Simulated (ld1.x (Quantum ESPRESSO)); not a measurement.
# Transferability test, PAW potential for chromium (Cr)

```
Element                 : Cr (Z = 24)
Generator               : ld1.x (Quantum ESPRESSO) 7.5
Type                    : PAW
Functional              : PBEsol
Relativity              : scalar-relativistic
Frozen core             : [Ar]
Valence charge          : 6
Reference configuration : 3d5 4s1 4p0
Partial waves           : 4s (bound): rcut 2.50, rcutus 2.75 bohr; 4s channel at 1.35 Ry: rcut 2.50, rcutus 2.75 bohr; 4p (bound, empty): rcut 3.65, rcutus 4.45 bohr; 4p channel at 4.25 Ry: rcut 3.65, rcutus 4.45 bohr; 3d (bound): rcut 1.45, rcutus 1.80 bohr; 3d channel at 3.7 Ry: rcut 1.45, rcutus 1.80 bohr
Local potential         : all-electron potential smoothed inside 2.90 bohr (lloc = -2)
Core correction         : Bessel-smoothed model core, default radius (core density twice the valence density)
Augmentation charge     : BESSEL, radius 1.60 bohr
```

Energies are relative to the spin-unpolarised reference configuration 3d5 4s1 4p0; without spin polarisation the order of configurations can differ from experiment.

```json
{"valence configuration": "3d4 4s0 4p0", "charge": "+2", "ΔE all-electron (eV)": "22.887", "error AE − PS (meV)": "-147"}
{"valence configuration": "3d2 4s0 4p0", "charge": "+4", "ΔE all-electron (eV)": "101.910", "error AE − PS (meV)": "-3317"}
{"valence configuration": "3d5.5 4s0.5 4p0", "charge": "0", "ΔE all-electron (eV)": "0.723", "error AE − PS (meV)": "-11"}
{"valence configuration": "3d4 4s1 4p1", "charge": "0", "ΔE all-electron (eV)": "3.536", "error AE − PS (meV)": "-83"}
{"valence configuration": "3d4 4s1 4p0", "charge": "+1", "ΔE all-electron (eV)": "8.009", "error AE − PS (meV)": "-92"}
```

(1) What are ΔE and the potential's error for 3d5 4s0 4p0?

(2) What are ΔE and the potential's error for 3d3 4s0 4p0?

Levels in the configuration 3d5 4s0 4p0:

| level | all-electron (eV) | pseudo (eV) |
| --- | --- | --- |
| 3d | -9.843 | -9.842 |

Answers

(1) ΔE = 6.873 eV all-electron; the error (AE − PS) is -12 meV.

(2) ΔE = 53.592 eV all-electron; the error (AE − PS) is -962 meV.
